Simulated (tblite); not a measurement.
Run record: tight-binding relaxation, `C=CC/C=C\[Si@@H](C#N)C=O`.

Computed with GFN2-xTB geometry optimisation, gas phase (tblite 0.8.0). Start geometry: from a force field or distance geometry. The input is one job of a driver script: a line of settings, then coordinates in Å.

Command:
```bash
OMP_NUM_THREADS=1 python probes_run.py task.json out
```

Input:
```
{"job": {"kind": "relax", "xc": "GFN2-xTB", "basis": "xTB"}, "charge": 0, "multiplicity": 1}
C      2.047100     1.847300     0.018300
C      2.186800     0.591200     0.427400
C      1.641000    -0.615700    -0.265900
C      0.690300    -1.366300     0.618500
C     -0.653300    -1.417700     0.594600
Si    -1.830400    -0.529900    -0.562400
C     -3.614500    -0.932400    -0.109300
N     -4.700100    -1.182300     0.208800
C     -1.575000     1.332300    -0.480800
O     -1.317800     1.947900    -1.502200
H      2.476300     2.673900     0.568400
H      1.476900     2.092700    -0.879100
H      2.769400     0.402500     1.347600
H      1.152700    -0.324600    -1.211600
H      2.455100    -1.267600    -0.547100
H      1.184600    -1.967000     1.408600
H     -1.175600    -2.029100     1.315600
H     -1.537400    -1.057400    -1.927000
H     -1.686000     1.811500     0.512200
```

Output:
```
step      E/eV     max force
  0    -765.15906    1.612
  1    -765.17814    4.449
  2    -765.24825    1.630
  3    -765.27236    1.418
  4    -765.29700    0.350
  5    -765.31299    0.372
  6    -765.32847    0.593
  7    -765.33860    0.284
  8    -765.34744    0.289
  9    -765.35698    0.397
... (90 lines left out)
100    -765.40261    0.028
101    -765.40271    0.022
102    -765.40278    0.030
103    -765.40281    0.016
104    -765.40284    0.014
105    -765.40287    0.011
106    -765.40291    0.010
107    -765.40294    0.032
108    -765.40294    0.060
109    -765.40297    0.009
```

«max force» is the largest atomic force in eV/Å.

Q: From which step on does the largest force stay under 0.1 eV/Å, and how much energy is left to gain from there?

A: From step 57 (0.029 eV/Å), 5.2 meV above the end.

Summary of the converged run: energy lowered by 5.6 kcal/mol over 109 steps; largest atomic force 0.009 eV/Å at the end.

Q: Estimate the wall time. Hardware: Intel Xeon at 2.50 GHz, one thread (shared host).

A: About 3.0 s.
Labels such as C1 count atoms from 1, the log's own numbers from 0.
